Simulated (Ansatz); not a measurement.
ethyl methyl carbonate (C4H8O3), singlet, geometry from GFN2-xTB; REVPBE/STO-3G run with Ansatz (a quantum-chemistry and plane-wave program).

Here is a job for Ansatz.
Ansatz 0.2 input:
```yaml
crystal:
  periodic: [false, false, false]
  atoms:
    - {symbol: C, position_ang: [-3.03352122, -0.41163842, -0.03480905]}
    - {symbol: C, position_ang: [-1.77002507, 0.35031435, 0.31622935]}
    - {symbol: O, position_ang: [-0.65161878, -0.38828133, -0.18665742]}
    - {symbol: C, position_ang: [0.54314173, 0.14423225, 0.04712074]}
    - {symbol: O, position_ang: [0.75080793, 1.16978543, 0.63215238]}
    - {symbol: O, position_ang: [1.47941538, -0.65062217, -0.47585791]}
    - {symbol: C, position_ang: [2.81948238, -0.20793627, -0.30495175]}
    - {symbol: H, position_ang: [-3.01068628, -1.39979818, 0.41570490]}
    - {symbol: H, position_ang: [-3.89948710, 0.12993476, 0.33426510]}
    - {symbol: H, position_ang: [-3.11409601, -0.52390616, -1.11222340]}
    - {symbol: H, position_ang: [-1.76694868, 1.34905101, -0.13422869]}
    - {symbol: H, position_ang: [-1.66043459, 0.46592034, 1.40019533]}
    - {symbol: H, position_ang: [3.44392287, -0.97225834, -0.75959052]}
    - {symbol: H, position_ang: [2.97001014, 0.75423290, -0.79847543]}
    - {symbol: H, position_ang: [3.05441669, -0.10006298, 0.75572043]}
basis:
  gaussian:
    orbitals: STO-3G
hamiltonian:
  xc: revpbe
accuracy: high
```

It wrote (shortened):

```
Functional definition: revPBE
927 factors; integrals over basis functions are off by at most 4.9e-9 eV
mean field evaluation 1: about -10277.2546 eV, gradient 3.4e1 eV
mean field evaluation 2: about -10256.9780 eV, gradient 1.0e2 eV
mean field evaluation 4: about -10280.4741 eV, gradient 4.3e0 eV
mean field evaluation 8: about -10280.3509 eV, gradient 6.4e-2 eV
mean field evaluation 16: about -10280.3510 eV, gradient 7.4e-6 eV
mean field -10280.35096180 eV, -377.7959295741 hartree, gradient 2.3e-8 eV, S^2 0.000000; 0 other end points of the search recorded, 0 dependent functions left out
reference -10280.35096558 eV, -377.7959297128 hartree; 28, 28 occupied and 15, 15 virtual orbitals, 927 factors
Total energy: -10280.35096558 eV, -377.7959297128 hartree
```
